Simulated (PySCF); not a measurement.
CH₈O₂Si₃.
Atom-mapped SMILES: `[SiH3:1][O:2][Si@@H:3]1[CH2:4][SiH2:5][O:6]1`

Structure used (GFN2-xTB), in Å, numbered top down from 1:
```xyz
14
CH8O2Si3 angstrom
Si     2.5398    0.0634    0.1151
O      1.1975    0.5975    0.8603
Si    -0.4033    0.7636    0.7721
C     -1.3857   -0.8563    0.5335
Si    -1.7444   -0.1183   -1.1978
O     -0.8723    1.2251   -0.7546
H      3.6007    0.6624    0.9195
H      2.5614    0.5089   -1.2762
H      2.5357   -1.3998    0.1897
H     -0.7621    1.7763    1.7409
H     -0.8114   -1.7775    0.5611
H     -2.2481   -0.9882    1.1782
H     -3.1180    0.3017   -1.4327
H     -1.0904   -0.7591   -2.3306
```

NICS = −σ at a ghost point: NICS(0) at the centroid of the ring atoms, NICS(1) 1 Å to either side along the normal of their mean plane, zz for the tensor component along that normal. Level: GIAO PBE0/pcSseg-1 (PySCF, non-relativistic, gas phase) on the GFN2-xTB geometry, one conformer.

Ring bond lengths (Å), with Mayer bond orders in brackets: Si3–C4 1.909 (0.87), C4–Si5 1.916 (0.93), Si5–O6 1.662 (0.95), O6–Si3 1.662 (0.94).

Problem. What do the NICS probes read (ppm)?

Solution. 
```json
{"ring": "Si3–C4–Si5–O6", "type": "4-membered ring with O and 2 Si; formal bonds all single", "NICS(0)": "-4.2", "NICS(1), two faces": "-2.3 / -1.8", "NICS(1)zz, two faces": "-0.5 / 0.8", "rms pucker (Å)": "0.01", "centre to ring atoms, mean (Å)": "1.26"}
```

Problem. What can be read from them?

Solution. 
- Si3–C4–Si5–O6: mean NICS(1)zz 0.2 ppm, near zero. Si3, C4, Si5 have four or more neighbours, so the value isn't read as a sign of a π ring current.

Problem. What field does 1 T along the ring normal induce along that normal at the first NICS(1) probe listed for ring Si3–C4–Si5–O6, 1 Å off the ring?

Solution. NICSzz × B0 = -0.5 ppm × 1 T = 0 μT.

Problem. List the ring angles and the Hirshfeld charges of the ring atoms.

Solution. 
- Si3–C4–Si5–O6: Si3 88.6° (+0.473 e), C4 83.3° (-0.264 e), Si5 88.4° (+0.408 e), O6 99.7° (-0.341 e); sum 360.0° against 360° for a flat convex ring.
